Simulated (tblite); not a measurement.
Parent: `[O:1]=[CH:2][CH2:3][SiH2:4][OH:5]` with O1–C2–C3–Si4 68°, C2–C3–Si4–O5 -48°, C3–Si4–O5–H 17°, C2H6O2Si.

Computed geometry: GFN2-xTB, gas phase. One conformer each, not checked by frequencies here.

```tsv
coordinate of the parent	value
O1=C2	1.212 Å
C2–C3	1.465 Å
C3–Si4	1.939 Å
Si4–O5	1.611 Å
O1–C2–C3	124.3°
C2–C3–Si4	105.1°
C3–Si4–O5	106.7°
```

**Question.** How does the shared frame change in `[CH3:1][C:2](=[O:3])[CH2:4][SiH2:5][OH:6]` with C1–C2–C4–Si5 -109°, C2–C4–Si5–O6 -46°, C4–Si5–O6–H 15°, C3H8O2Si? Atoms pair as O1 = O3, C2 = C2, C3 = C4, Si4 = Si5, O5 = O6 (parent first).

**Answer.** 
| parent | relative | value in the relative | change |
| --- | --- | --- | --- |
| O1=C2 | O3=C2 | 1.217 Å | +0.005 |
| C2–C3 | C2–C4 | 1.480 Å | +0.015 |
| C3–Si4 | C4–Si5 | 1.931 Å | -0.008 |
| Si4–O5 | Si5–O6 | 1.612 Å | +0.001 |
| O1–C2–C3 | O3–C2–C4 | 121.8° | -2.5 |
| C2–C3–Si4 | C2–C4–Si5 | 105.7° | +0.6 |
| C3–Si4–O5 | C4–Si5–O6 | 107.2° | +0.5 |

Of the parent's bonds, C2–C3 changes most (+0.015 Å). Bonds of the relative outside the shared frame: C1–C2 1.507 Å. Point group C1 → C1.

**Question.** How does the shared frame change in `[CH:1]#[C:2][C:3](=[O:4])[CH2:5][SiH2:6][OH:7]` with C2–C3–C5–Si6 111°, C3–C5–Si6–O7 46°, C5–Si6–O7–H -17°, C4H6O2Si? Atoms pair as O1 = O4, C2 = C3, C3 = C5, Si4 = Si6, O5 = O7 (parent first).

**Answer.** 
```csv
parent,relative,value in the relative,change
O1=C2,O4=C3,1.220 Å,+0.008
C2–C3,C3–C5,1.479 Å,+0.014
C3–Si4,C5–Si6,1.935 Å,-0.004
Si4–O5,Si6–O7,1.612 Å,+0.001
O1–C2–C3,O4–C3–C5,123.2°,-1.1
C2–C3–Si4,C3–C5–Si6,105.4°,+0.3
C3–Si4–O5,C5–Si6–O7,106.8°,+0.1
```

Of the parent's bonds, C2–C3 changes most (+0.014 Å). Bonds of the relative outside the shared frame: C1≡C2 1.201, C2–C3 1.439 Å. Point group C1 → C1.

**Question.** How does the shared frame change in `[CH3:1][C:2](=[O:3])[O:4][C:5](=[O:6])[CH2:7][SiH2:8][OH:9]` with C1–C2–O4–C5 162°, C2–O4–C5–O6 -27°, O4–C5–C7–Si8 -106°, C5–C7–Si8–O9 -49°, C7–Si8–O9–H 27°, C4H8O4Si? Atoms pair as O1 = O6, C2 = C5, C3 = C7, Si4 = Si8, O5 = O9 (parent first).

**Answer.** 
| parent | relative | value in the relative | change |
| --- | --- | --- | --- |
| O1=C2 | O6=C5 | 1.201 Å | -0.011 |
| C2–C3 | C5–C7 | 1.465 Å | 0.000 |
| C3–Si4 | C7–Si8 | 1.939 Å | 0.000 |
| Si4–O5 | Si8–O9 | 1.609 Å | -0.002 |
| O1–C2–C3 | O6–C5–C7 | 125.9° | +1.6 |
| C2–C3–Si4 | C5–C7–Si8 | 103.6° | -1.5 |
| C3–Si4–O5 | C7–Si8–O9 | 108.2° | +1.5 |

Of the parent's bonds, O1–C2 changes most (-0.011 Å). Bonds of the relative outside the shared frame: C1–C2 1.501, C2=O3 1.192, C2–O4 1.370, O4–C5 1.384 Å. Point group C1 → C1.
